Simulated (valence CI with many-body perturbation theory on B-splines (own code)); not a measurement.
## E1 line list for Hf LVIII

Calculated by relativistic CI+MBPT: five valence electrons over a frozen Dirac-Fock core [Ne], a basis of 9 s, 9 p, 8 d, 6 f, 3 g, 1 h functions for each j, with the one-electron correlation potential Σ1, the two-electron term Σ2, the three-electron term Σ3, Breit, model QED; selected CI, second order for the rest (own B-spline code, finite nucleus).

No measured spectrum was set against this ion. As an estimate, large intervals hold to a few tenths of a per cent, small ones and those within an open d or f shell to about a per cent. Among the levels kept, up to 550 cm⁻¹ of a level comes from second order outside the variational space, and about a tenth of that is noise between levels of different J, which matters for small intervals.

Lines 1 to 50 of 219 in falling wavelength, among levels below 6804.6 × 10³ cm⁻¹, chosen from the strongest by gf and those to the six lowest levels. Wavelengths and rates use the calculated energies. Electric multipoles are in the length gauge, E1 and E2 with the static RPA response of the core. Weak lines are less certain than strong ones. Lines between different terms over intervals too small for the method are left out, as are lines whose strength nearly cancels. The highest levels of a list are the least certain.

Levels are named by their leading jj configuration (3d3/2^4 stands for four electrons in 3d with j = 3/2), which in mixed levels can hold well under half, so a name can repeat and another be missing. Letters in brackets count levels of one name in rising energy.

```csv
λ vac (Å),Upper,Lower,A (s⁻¹),S (a.u.)
3077,(3s^2 3p1/2 3p3/2^2) J=5/2,(3s^2 3p1/2^2 3d5/2) J=5/2,1.02e+03,8.79e-05
1668,(3s^2 3p1/2^2 3d5/2) J=5/2,(3s^2 3p1/2 3p3/2^2) J=3/2,2.99e+03,4.11e-05
162.1,(3s^2 3p1/2 3p3/2^2) J=3/2,(3s^2 3p1/2^2 3d3/2) J=3/2,4.44e+04,3.74e-07
141.0,(3s^2 3p1/2 3p3/2^2) J=5/2,(3s^2 3p1/2^2 3d3/2) J=3/2,2.36e+07,1.96e-04
120.7,(3s^2 3p1/2 3p3/2^2) J=1/2,(3s^2 3p1/2^2 3d3/2) J=3/2,1.39e+05,2.41e-07
108.4,(3s 3p1/2^2 3p3/2 3d3/2) J=5/2 [a],(3s^2 3p1/2 3p3/2 3d3/2) J=3/2 [b],1.80e+09,6.77e-03
92.16,(3s 3p1/2^2 3p3/2 3d3/2) J=7/2,(3s^2 3p1/2 3p3/2 3d3/2) J=5/2 [b],7.06e+09,2.18e-02
87.11,(3s 3p1/2^2 3p3/2 3d3/2) J=3/2 [b],(3s^2 3p1/2 3p3/2 3d3/2) J=3/2 [b],5.00e+09,6.53e-03
86.84,(3s 3p1/2^2 3p3/2 3d3/2) J=3/2 [b],(3s^2 3p1/2 3p3/2 3d3/2) J=1/2 [b],2.53e+09,3.27e-03
81.38,(3s 3p1/2^2 3p3/2 3d3/2) J=3/2 [b],(3s^2 3p1/2 3p3/2 3d3/2) J=5/2 [b],1.34e+09,1.43e-03
81.11,(3s 3p1/2^2 3p3/2 3d5/2) J=7/2 [a],(3s^2 3p1/2 3p3/2 3d5/2) J=7/2 [b],6.37e+09,1.34e-02
81.06,(3s 3p1/2^2 3p3/2 3d5/2) J=9/2,(3s^2 3p1/2 3p3/2 3d5/2) J=9/2,9.95e+09,2.62e-02
81.01,(3s 3p1/2^2 3p3/2 3d3/2) J=5/2 [a],(3s^2 3p1/2 3p3/2 3d3/2) J=7/2,2.37e+09,3.74e-03
80.72,(3s 3p1/2^2 3p3/2 3d3/2) J=5/2 [b],(3s^2 3p1/2 3p3/2 3d3/2) J=3/2 [b],1.22e+09,1.90e-03
80.65,(3s 3p1/2^2 3p3/2 3d5/2) J=7/2 [a],(3s^2 3p1/2 3p3/2 3d5/2) J=5/2 [b],9.39e+09,1.95e-02
79.73,(3s 3p1/2^2 3p3/2^2) J=5/2,(3s^2 3p1/2 3p3/2^2) J=5/2,9.03e+09,1.35e-02
78.60,(3s 3p1/2^2 3p3/2 3d3/2) J=1/2 [b],(3s^2 3p1/2 3p3/2 3d3/2) J=3/2 [b],3.58e+09,1.72e-03
78.37,(3s 3p1/2^2 3p3/2 3d3/2) J=1/2 [b],(3s^2 3p1/2 3p3/2 3d3/2) J=1/2 [b],1.09e+10,5.16e-03
76.67,(3s 3p1/2^2 3p3/2 3d3/2) J=5/2 [a],(3s^2 3p1/2 3p3/2 3d3/2) J=3/2 [a],2.61e+09,3.48e-03
76.01,(3s 3p1/2^2 3p3/2 3d3/2) J=7/2,(3s^2 3p1/2 3p3/2 3d3/2) J=7/2,1.32e+10,2.29e-02
75.78,(3s 3p1/2^2 3p3/2 3d3/2) J=5/2 [b],(3s^2 3p1/2 3p3/2 3d3/2) J=5/2 [b],6.09e+09,7.84e-03
75.69,(3s 3p1/2^2 3p3/2 3d3/2) J=3/2 [a],(3s^2 3p1/2 3p3/2 3d3/2) J=3/2 [a],8.76e+09,7.50e-03
75.62,(3s 3p1/2^2 3p3/2 3d3/2) J=3/2 [a],(3s^2 3p1/2 3p3/2 3d3/2) J=1/2 [a],2.76e+09,2.35e-03
75.17,(3s 3p1/2^2 3p3/2 3d3/2) J=5/2 [a],(3s^2 3p1/2 3p3/2 3d3/2) J=5/2 [a],1.33e+10,1.68e-02
74.92,(3s 3p1/2^2 3p3/2 3d5/2) J=9/2,(3s^2 3p1/2 3p3/2 3d5/2) J=7/2 [a],2.43e+10,5.04e-02
74.83,(3s 3p1/2^2 3p3/2 3d5/2) J=1/2,(3s^2 3p1/2 3p3/2 3d5/2) J=1/2,2.80e+09,1.16e-03
74.75,(3s 3p1/2^2 3p3/2 3d3/2) J=1/2 [a],(3s^2 3p1/2 3p3/2 3d3/2) J=3/2 [a],9.11e+09,3.76e-03
74.69,(3s 3p1/2^2 3p3/2 3d3/2) J=1/2 [a],(3s^2 3p1/2 3p3/2 3d3/2) J=1/2 [a],1.56e+10,6.43e-03
74.53,(3s 3p1/2^2 3p3/2 3d5/2) J=5/2 [a],(3s^2 3p1/2 3p3/2 3d5/2) J=5/2 [a],1.51e+10,1.85e-02
74.26,(3s 3p1/2^2 3p3/2^2) J=5/2,(3s^2 3p1/2 3p3/2^2) J=3/2,1.43e+10,1.74e-02
74.22,(3s 3p1/2^2 3p3/2 3d3/2) J=3/2 [a],(3s^2 3p1/2 3p3/2 3d3/2) J=5/2 [a],1.14e+10,9.24e-03
74.09,(3s 3p1/2 3p3/2^3) J=5/2,(3s^2 3p3/2^3) J=3/2,1.53e+10,1.84e-02
73.17,(3s 3p1/2^2 3p3/2 3d5/2) J=1/2,(3s^2 3p1/2 3p3/2 3d5/2) J=3/2 [b],2.73e+10,1.05e-02
73.16,(3s 3p1/2^2 3p3/2 3d5/2) J=7/2 [b],(3s^2 3p1/2 3p3/2 3d5/2) J=7/2 [b],4.59e+09,7.09e-03
73.07,(3s 3p1/2^2 3p3/2^2) J=3/2,(3s^2 3p1/2 3p3/2^2) J=1/2,1.23e+05,9.49e-08
72.99,(3s 3p1/2^2 3p3/2 3d5/2) J=5/2 [a],(3s^2 3p1/2 3p3/2 3d5/2) J=3/2 [a],2.15e+10,2.47e-02
72.79,(3s 3p1/2^2 3p3/2 3d5/2) J=7/2 [b],(3s^2 3p1/2 3p3/2 3d5/2) J=5/2 [b],9.10e+09,1.39e-02
72.41,(3s 3p1/2^2 3p3/2^2) J=1/2,(3s^2 3p1/2 3p3/2^2) J=1/2,3.13e+10,1.17e-02
71.72,(3s 3p1/2^2 3p3/2 3d5/2) J=3/2 [b],(3s^2 3p1/2 3p3/2 3d5/2) J=1/2,1.98e+10,1.44e-02
70.84,(3s 3p1/2^2 3p3/2 3d3/2) J=7/2,(3s^2 3p1/2 3p3/2 3d3/2) J=5/2 [a],3.35e+09,4.70e-03
70.59,(3s 3p1/2^2 3p3/2 3d5/2) J=3/2 [a],(3s^2 3p1/2 3p3/2 3d5/2) J=5/2 [a],2.39e+10,1.66e-02
70.21,(3s 3p1/2^2 3p3/2 3d5/2) J=7/2 [a],(3s^2 3p1/2 3p3/2 3d5/2) J=9/2,7.61e+09,1.04e-02
70.20,(3s 3p1/2^2 3p3/2 3d5/2) J=3/2 [b],(3s^2 3p1/2 3p3/2 3d5/2) J=3/2 [b],2.49e+10,1.70e-02
69.21,(3s 3p1/2^2 3p3/2 3d5/2) J=3/2 [a],(3s^2 3p1/2 3p3/2 3d5/2) J=3/2 [a],7.74e+09,5.07e-03
67.78,(3s 3p1/2^2 3p3/2 3d5/2) J=5/2 [b],(3s^2 3p1/2 3p3/2 3d5/2) J=7/2 [b],3.46e+10,3.19e-02
67.46,(3s 3p1/2^2 3p3/2 3d5/2) J=5/2 [b],(3s^2 3p1/2 3p3/2 3d5/2) J=5/2 [b],1.42e+10,1.29e-02
67.21,(3s^2 3p1/2 3d3/2^2) J=5/2,(3s^2 3p1/2 3p3/2 3d3/2) J=3/2 [b],2.72e+09,2.45e-03
67.20,(3s 3p1/2^2 3p3/2^2) J=3/2,(3s^2 3p1/2 3p3/2^2) J=5/2,3.25e+10,1.95e-02
66.35,(3s 3p1/2 3p3/2^3) J=1/2,(3s^2 3p3/2^3) J=3/2,3.16e+10,9.10e-03
65.85,(3s 3p1/2^2 3p3/2 3d3/2) J=5/2 [a],(3s 3p1/2^2 3p3/2^2) J=3/2,8.10e+09,6.85e-03
```
